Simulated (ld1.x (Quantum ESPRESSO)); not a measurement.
Before and after: TM semilocal potential for strontium (Sr)

ld1.x (Quantum ESPRESSO) 7.5 input, shortened:

```
&input
   title='Sr', zed=38., rel=1, dft='PZ', iswitch=3,
   config='[Kr] 4d0 5s2 5p0'
 /
 &inputp
   pseudotype=1, tm=.true., lloc=0,
   nlcc=.false.
 /
3
4P  2  1   6.00   0.00  2.60  2.60  0.0
4D  3  2   0.00   0.00  3.80  3.80  0.0
5S  1  0   2.00   0.00  2.95  2.95  0.0
 &test
   configts(1)='4p6 4d0 5s2 5p0'
 /
```

Change: all radii scaled by about 0.77 (s 2.26, p 2.00, d 2.92 bohr).

Cutoffs: the cutoffs (Ry, on a coarse ladder) from which the occupation-weighted sum of valence levels, in a spherical-Bessel basis at the reference potential, stays within 10 and 1 mRy of its value at 400 Ry; they do not see the model core or the augmentation charge, which bear on the density cutoff. Errors are all-electron minus pseudo energies relative to the spin-unpolarised reference configuration.

Q: What does the change do?

A: The potential gets harder (18 Ry and 30 Ry → 35 Ry and 55 Ry); a bound ghost appears in s, which as a rule spoils a file; of the 9 tests that both files solve, the error grows in 6 and shrinks in 3 by more than 15 % and 0.3 meV (median size 7.8 → 29.7 meV). A smaller radius makes the pseudo-wave follow the all-electron one further in, where it bends more sharply, so more plane waves are needed. A semilocal file is local in each channel, so a ghost entry of none says nothing of the separable form that plane-wave codes build from it.

```tsv
quantity	base	changed
cutoff, loose	18 Ry	35 Ry
cutoff, tight	30 Ry	55 Ry
loose cutoff by channel (10 mRy a level)	p 15 Ry, s 6 Ry	p 15 Ry, s 12 Ry
bound ghosts	none	s (extra level of the local part)
error for 4p6 4d0 5s1 5p0, meV [ΔE 6.06 eV]	+5.4	+43
error for 4p6 4d0 5s0 5p0, meV [ΔE 17.24 eV]	+19	+23
error for 4p6 4d0 5s1.5 5p0, meV [ΔE 2.41 eV]	+1.2	+8.6
error for 4p6 4d0 5s0 5p2, meV [ΔE 4.93 eV]	+102	+72
error for 4p6 4d0 5s1 5p1, meV [ΔE 2.39 eV]	+44	+30
error for 4p6 4d1 5s0 5p0, meV [ΔE 7.86 eV]	+2.1	+12
error for 4p6 4d0 5s0 5p1, meV [ΔE 9.11 eV]	+85	+61
error for 4p6 4d0 5s1 5p0 (spin-polarised), meV [ΔE 5.89 eV]	+7.8	+97
error for 4p6 4d0 5s1.5 5p0 (spin-polarised), meV [ΔE 2.38 eV]	+1.7	+15
```

 A true bound ghost makes a file unfit for plane-wave use even where its test errors are small: the radial tests pick states by their node count and pass the ghost by.
